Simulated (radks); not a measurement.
Values are calculated unless marked as measured or tabulated.
Question: Species: Ce9+. Configuration: [Kr] 4d10 5s2 5p1. Code: a radial shooting solver on a logarithmic mesh with Libxc functionals. Model: Dirac Kohn-Sham, PBE, spin-unpolarised, spherical densities, point nucleus; open shells are shared between the two j in proportion to 2j + 1. Some entries of the table are withheld. Estimate them.

orbital      occ.  eigenvalue (eV)  <r^2> (bohr^2)
1s1/2           2        -40371.18       0.0008207
2s1/2           2        -6573.946         0.01300
2p1/2           2        -6214.000        0.009534
2p3/2           4        -5767.359         0.01080
3s1/2           2        -1520.780         0.08856
3p1/2           2              (1)             (2)
3p3/2           4              (3)             (4)
3d3/2           4              (5)             (6)
3d5/2           6              (7)             (8)
4s1/2           2        -410.8078          0.4517
4p1/2           2        -353.9118          0.4799
4p3/2           4        -334.6500          0.5185
4d3/2           4        -240.8151          0.6004
4d5/2           6        -237.3531          0.6145
5s1/2           2        -152.3068           2.034
5p1/2    0.333333        -133.4464           2.314
5p3/2    0.666667        -129.0780           2.460

Answer: 
(1) 3p1/2 eigenvalue (eV): -1368.433
(2) 3p1/2 <r^2> (bohr^2): 0.08346
(3) 3p3/2 eigenvalue (eV): -1280.604
(4) 3p3/2 <r^2> (bohr^2): 0.09097
(5) 3d3/2 eigenvalue (eV): -1014.388
(6) 3d3/2 <r^2> (bohr^2): 0.07448
(7) 3d5/2 eigenvalue (eV): -995.5300
(8) 3d5/2 <r^2> (bohr^2): 0.07661
